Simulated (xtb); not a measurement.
CH7F2NSi2, SMILES N([SiH2]F)([SiH2]F)C. All values are semi-empirical tight-binding results from xtb (GFN2-xTB unless named), good for trends rather than for accurate numbers. The structure is a stationary point at GFN2-xTB. This is a generated structure with no PubChem entry under its InChIKey; it may be hypothetical. Other conformers were not sampled.

```json
{
  "orbital_gap": "5.11 eV",
  "dipole_moment": "0.86 D",
  "zero_point_energy": "51.5 kcal/mol",
  "G − E(el) at 298.15 K (modified RRHO)": "29.8 kcal/mol",
  "static polarisability (D4 model)": "81.7 bohr³",
  "solvation energy, GFN2-xTB/ALPB(water)": "0.5 kcal/mol",
  "solvation energy, GFN2-xTB/ALPB(ch2cl2)": "-2.7 kcal/mol"
}
```
